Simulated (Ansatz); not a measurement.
`[OH][Zr]12345678([Cl])([C@H]9[C@@H]1[C@@H]2[C@@H]3[C@H]94)[C@H]1[C@@H]5[C@@H]6[C@@H]7[C@H]18`, relaxed with RKS PBE0-D4/def2-TZVP in the Gaussian-basis code of Ansatz from a GFN2-xTB geometry. The force threshold is 0.005 eV/Å; the program also tests the step.

Charge 0, multiplicity 1. Zr takes the def2 core potential.

Start:

```xyz
24

O     1.619    0.788   -1.485
Zr    0.184   -0.013   -0.570
Cl   -0.543   -1.085   -2.536
C     2.109   -1.205    0.486
C     1.367   -2.175   -0.223
C     0.104   -2.308    0.405
C     0.071   -1.424    1.504
C     1.302   -0.725    1.544
C    -1.008    1.442    1.084
C    -2.017    0.725    0.397
C    -2.008    1.148   -0.951
C    -0.985    2.111   -1.104
C    -0.363    2.291    0.156
H     1.740    0.540   -2.412
H     3.145   -0.941    0.308
H     1.731   -2.782   -1.045
H    -0.646   -3.052    0.160
H    -0.698   -1.395    2.268
H     1.631   -0.059    2.333
H    -0.854    1.450    2.156
H    -2.768    0.089    0.851
H    -2.725    0.862   -1.712
H    -0.778    2.681   -2.003
H     0.389    3.036    0.389
```

```csv
step,energy (eV),largest force (eV/Å),largest move (Å)
1,-26391.0124,2.278,0.000
2,-26391.2473,1.017,0.194
3,-26391.4894,1.303,0.192
4,-26391.5564,1.234,0.200
5 (rejected),-26391.5475,0.961,0.127
6,-26391.5818,0.679,0.062
7,-26391.6016,0.193,0.100
8,-26391.6096,0.564,0.146
9,-26391.6136,0.209,0.071
10 (rejected),-26391.6059,0.432,0.041
11,-26391.6160,0.050,0.020
12,-26391.6162,0.011,0.007
13,-26391.6162,0.009,0.003
14,-26391.6163,0.004,0.008
15,-26391.6163,0.006,0.021
16,-26391.6164,0.009,0.022
17,-26391.6164,0.010,0.021
18,-26391.6164,0.007,0.009
19,-26391.6164,0.007,0.004
20,-26391.6164,0.012,0.005
21,-26391.6164,0.004,0.004
```

End:

```xyz
24

O     1.563    0.904   -1.522
Zr    0.096   -0.041   -0.597
Cl   -0.895   -1.271   -2.453
C     2.097   -1.205    0.465
C     1.402   -2.198   -0.245
C     0.147   -2.384    0.381
C     0.066   -1.497    1.466
C     1.267   -0.746    1.508
C    -0.974    1.508    1.074
C    -2.036    0.800    0.461
C    -2.104    1.208   -0.886
C    -1.081    2.148   -1.112
C    -0.387    2.339    0.101
H     2.392    0.501   -1.780
H     3.082   -0.826    0.237
H     1.746   -2.715   -1.128
H    -0.624   -3.063    0.053
H    -0.768   -1.397    2.144
H     1.520    0.016    2.230
H    -0.676    1.433    2.109
H    -2.683    0.080    0.939
H    -2.788    0.826   -1.627
H    -0.835    2.604   -2.059
H     0.474    2.975    0.241
```

Hardware: 11 threads of an AMD EPYC 7R13 on a shared host and a whole NVIDIA H100 80 GB. Wall time 36 s, peak host memory 1.4 GiB.
